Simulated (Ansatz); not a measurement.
Mulliken charges of CH6OSi2, SMILES `O[SiH]1C[SiH2]1` from PBE/def2-TZVPP in Ansatz (PBE0-D4/def2-TZVP geometry).

```csv
atom,x (Å),y (Å),z (Å),charge (e)
O1,-1.255,1.165,-1.151,-0.339
Si2,-0.397,0.520,0.085,0.398
C3,1.226,-0.140,-0.350,-0.283
Si4,0.424,-1.843,0.246,-0.034
H5,-2.193,1.318,-1.028,0.191
H6,-0.605,1.225,1.367,-0.058
H7,1.465,-0.131,-1.411,0.113
H8,2.062,0.193,0.260,0.111
H9,0.447,-1.417,1.716,-0.057
H10,-1.091,-0.943,0.271,-0.042
```

Task: By hand: the dipole of these point charges (1 e Å = 4.8032 D).

Result: Σ q r = (-0.063, 0.222, -0.001) e Å, of length 0.231 e Å = 1.11 D.

Task: How does the dipole of the full density compare? (Estimate.)

Result: Computed: (-0.243, 0.400, 0.042) e Å, 2.26 D; the point charges give 0.49 times that, at 16° from its direction.

Point charges leave out the atoms' own dipoles, such as those of lone pairs, and Mulliken's split depends on the basis, so the two needn't agree.
